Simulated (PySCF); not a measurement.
Molecule: H₄OSeSiZn, SMILES [SiH3][O][Zn][SeH]. Atoms near the plane z = 0.0 Å, at the PBE0/def2-SVP optimised geometry (x, y, z in Å): Si5 (-0.4, -0.3, 0.0), H6 (1.1, -0.3, 0.0), H7 (-0.9, 1.1, 0.0).

Method: PBE0/def2-TZVP run with PySCF. Cells within 0.4 Å of a nucleus heavier than hydrogen are left out (blank, or x). The values are rescaled to run from 0 to 1.

```
|111111111111111111111111111|
|111111111111111111111111111|
|111111111111111111111111111|
|111111111111111111111111111|
|111111111111111111111111111|
|111111112222111111111111111|
|111111123564211111111111111|
|111111138999521111111111111|
|111111259999942211111111111|
|111111269999975321111111111|
|111112369999999632111111111|
|111122479999999964321111111|
|111123699999999999942111111|
|11112489999xx99999993111111|
|1111249999xxx99999994211111|
|11112489999xx99999994211111|
|111113699999999999952111111|
|111011389999999975421111111|
|110001248999999842211111111|
|100000013699998532111111111|
|100000001245554321111111111|
|110000000012232221111111111|
|110000000001111111111111111|
|111000000000111111111111111|
|111100000000111111111111111|
|111110000001111111111111111|
|111111111111111111111111111|
```
Scale: ten equal steps from 0.000 (start of '0') to 1.00 (end of '9'), in the order '0123456789'; x runs from -3.50 to 3.50, y from -3.50 (bottom) to 3.50 (top).

Q: Which quantity is mapped?
(A) Laplacian of the electron density
(B) log10 of the electron density
(C) electrostatic potential
(D) electron localisation function

A: C, electrostatic potential. In full: electrostatic potential (hartree/e), clipped to [-0.08, 0.12].
